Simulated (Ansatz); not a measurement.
Computed with Ansatz on PBE0-D4/def2-TZVP structures; ΔE is electronic, products minus reactants. CCSD(T)/CBS adds triple-zeta CCSD(T) − MP2 to the extrapolated MP2 energy (def2 sets, frozen cores). This one scheme is used for every species. Functionals use def2-TZVPP. B3LYP here is the variant with VWN-RPA as its local correlation; programs differ in this. One conformer a species, not always the lowest.

`N[SiH2][Al]([OH])[Cl]` + `N[Si](O)(O)O` → `N[SiH2][Si](N)(O)O` + `[OH][Al]([OH])[Cl]`  (redistribution)

Question: Is it downhill or uphill in electronic energy at CCSD(T)/CBS, and by how much? (Estimate.)

Answer: The calculation gave: Nearly level: ΔE = +0.3 kcal/mol.

Question: What do these levels give: PBE0-D4, PBE, B3LYP, SCS-MP2/def2-TZVPP, CCSD/def2-TZVPP, HF/CBS(def2)? (Estimate.)

Answer: Computed: PBE0-D4 1.1, PBE 0.8, B3LYP 0.8, SCS-MP2/def2-TZVPP -0.3, CCSD/def2-TZVPP 0.8, HF/CBS(def2) 3.1 kcal/mol.

Largest T1 diagnostic among the species: 0.012.

The D4 term adds −1.1 kcal/mol with B3LYP and −0.6 kcal/mol with PBE0; it sums over pairs of atoms, weighted by their polarisabilities, and B3LYP, whose exchange is more repulsive, gets the larger term. In def2-TZVPP, CCSD(T) changes the Hartree–Fock value by −2.6 kcal/mol (the triples alone add −0.3 kcal/mol) and MP2 by −3.8 kcal/mol. From PBE to PBE0 (25 % exact exchange), in def2-TZVPP and without D4, ΔE moves by +0.9 kcal/mol.
